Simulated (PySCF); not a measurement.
SnHI, SMILES [I][SnH] (connectivity only; charge and spin as stated), neutral, multiplicity 1. Geometry optimised at B3LYP-D3(BJ)/def2-TZVP. The def2 effective core potentials stand for the cores of I, Sn; spin–orbit coupling is left out.

Method: B3LYP-D3(BJ)/def2-TZVP (PySCF).

Harmonic wavenumbers (cm⁻¹): 186, 543, 1694. Rotational constants (GHz): 159.5, 1.078, 1.070; symmetry number 1.

### Question
Work out the zero-point energy and the ideal-gas rigid-rotor harmonic-oscillator thermochemistry at 298.15 K and 1 atm.

### Answer
ZPE = ½ Σ hcν = ½ × 2424 cm⁻¹ = 14.50 kJ/mol. H − E(el) = 26.46 kJ/mol. Entropy in J/(mol K): translation 177.44, rotation 104.48, vibration 11.85, total 293.77. G − E(el) = -61.13 kJ/mol. Cp = 46.02 J/(mol K).
